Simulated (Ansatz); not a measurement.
`B[Se][GeH3]` + `C1C[SiH2]1` → `[GeH3][CH]1C[SiH2]1` + `B[SeH]`  (formal exchange of groups at a Ge–Se bond)

Program: Ansatz. Geometries: PBE0-D4/def2-TZVP. ΔE: electronic, gas phase. CBS: MP2 limit from def2 TZ/QZ plus the TZ coupled-cluster correction, frozen cores. Functionals use def2-TZVPP. B3LYP here is the variant with VWN-RPA as its local correlation; programs differ in this. For Ge, Se outer-core shells are correlated without core-valence functions, which leaves a few kJ/mol of doubt a bond. Scalar relativity is left out up to krypton.

**Question.** Is it downhill or uphill in electronic energy at CCSD(T)/CBS, and by how much? (Best estimate.)

**Answer.** Computed: Uphill: ΔE = +52.5 kJ/mol.

**Question.** What do these levels give: BLYP-D4, BHLYP-D4, B3LYP, RPA@PBE/def2-TZVPP, CCSD(T)/def2-SVP, CCSD/CBS(def2)? (An estimate is asked.)

**Answer.** The calculation gave: BLYP-D4 59.4, BHLYP-D4 61.3, B3LYP 63.1, RPA@PBE/def2-TZVPP 47.9, CCSD(T)/def2-SVP 48.5, CCSD/CBS(def2) 53.8 kJ/mol.

Largest T1 diagnostic among the species: 0.013.

Leaving LDA and LC-ωPBE aside and taking each functional with its dispersion term where it has one, the values, not all of them listed here, spread over 6.0 kJ/mol, from B97M-V to BHLYP-D4. LDA lies −7.5 kJ/mol from PBE without D4. The D4 term adds −3.1 kJ/mol with B3LYP and −1.8 kJ/mol with PBE0; it sums over pairs of atoms, weighted by their polarisabilities, and B3LYP, whose exchange is more repulsive, gets the larger term.
